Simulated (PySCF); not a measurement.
Compound: C4H7F2O (doublet state).
Atom-mapped SMILES: `[CH2:1][O:2][C@@:3]([CH3:4])([F:5])[CH2:6][F:7]` (hydrogens: H8, H9 on C1; H10, H11, H12 on C4; H13, H14 on C6)

Geometry (GFN2-xTB, Å), atoms numbered from 1 in this order:
```xyz
14
C4H7F2O angstrom
C      2.1600   -0.0800   -0.1675
O      0.9435   -0.5101   -0.6258
C     -0.1676   -0.2530    0.1489
C     -1.3688   -0.9448   -0.4744
F      0.0445   -0.7839    1.4259
C     -0.4099    1.2520    0.3873
F     -0.9412    1.8306   -0.7287
H      2.3095    0.0326    0.8913
H      2.9628   -0.3563   -0.8201
H     -1.1484   -2.0024   -0.5885
H     -1.5611   -0.5077   -1.4495
H     -2.2377   -0.8205    0.1654
H      0.5355    1.7584    0.6066
H     -1.1218    1.3846    1.2070
```

The hyperfine couplings belong to this conformer and change with its torsions.

Computed, not measured: UKS B3LYP, pcH-1 on C F H O, non-relativistic, mean-field spin-orbit, GIAO in PySCF 2.14.0. Geometry: GFN2-xTB, one conformer, isolated molecule. A GFN2-xTB geometry isn't a minimum of the functional, and hyperfine couplings can be far from their values at a DFT geometry. The SCF solution wasn't tested for stability.

Principal values of hyperfine tensors in MHz (contact and dipolar terms together), for some of the nuclei:

```tsv
atom	isotope	A1	A2	A3
C1	13C	64.19	66.02	296.70
H9	1H	-84.28	-50.07	-10.48
H8	1H	-70.29	-35.69	3.18
O2	17O	-77.08	10.58	13.03
F5	19F	-0.31	3.38	36.23
F7	19F	-1.83	3.09	10.40
H14	1H	-4.65	-3.76	0.87
H12	1H	-2.23	-2.07	0.91
```

**Question.** Split each tensor into its isotropic and traceless parts, and turn a_iso into mT with g = 2.0033.

**Answer.** a_iso = (A1 + A2 + A3)/3, Ti = Ai − a_iso; 1 mT corresponds to 28.039 MHz.

| atom | a_iso (MHz) | a_iso (mT) | T1 | T2 | T3 |
| --- | --- | --- | --- | --- | --- |
| C1 | 142.30 | 5.075 | -78.12 | -76.28 | 154.40 |
| H9 | -48.28 | -1.722 | -36.01 | -1.79 | 37.80 |
| H8 | -34.27 | -1.222 | -36.02 | -1.42 | 37.45 |
| O2 | -17.82 | -0.636 | -59.26 | 28.41 | 30.85 |
| F5 | 13.10 | 0.467 | -13.41 | -9.72 | 23.13 |
| F7 | 3.89 | 0.139 | -5.72 | -0.80 | 6.52 |
| H14 | -2.51 | -0.090 | -2.13 | -1.25 | 3.38 |
| H12 | -1.13 | -0.040 | -1.10 | -0.94 | 2.04 |

**Question.** What spin density at the nucleus of O2 lies behind its contact coupling (g_N = -0.75752)?

**Answer.** a_FC = (2μ0/3) gₑ μB g_N μN ρ(0)/(2S·h) = 800.24 MHz × g_N × ρ(0)/(2S), with ρ in bohr⁻³. With a_FC = -17.82 MHz and 2S = 1, ρ(0) = 0.0294 bohr⁻³. The nuclear moment is negative, so coupling and spin density have opposite signs.

**Question.** C3 (13C, g_N = 1.40482) isn't in the table. Its spin density at the nucleus is -0.004112 bohr⁻³. What is its contact coupling?

**Answer.** By the same relation, a_FC = -4.62 MHz. Its full tensor has the principal values -6.61, -5.29, -1.97 MHz.

**Question.** Name the largest traceless tensor T of the table and describe it.

**Answer.** C1: -78.1, -76.3, 154.4 MHz, axial, in the ratio −1:−1:+2, the form that spin in one p orbital centred on that nucleus gives.

**Question.** What first-order splitting does C1 cause when the field lies along A1, A2 or A3 of its tensor (g taken as isotropic, no quadrupole term)?

**Answer.** 2 lines (I = 1/2), spaced by |A_i|/(g × 13.996): 2.29, 2.35, 10.58 mT along the axes of A1, A2 and A3.

Hardware: an AMD EPYC with one thread, shared host with 64 logical CPUs at a one-minute load of 58. Cost: 86 s wall (grids of density and orbitals included), 0.92 GiB resident at most.
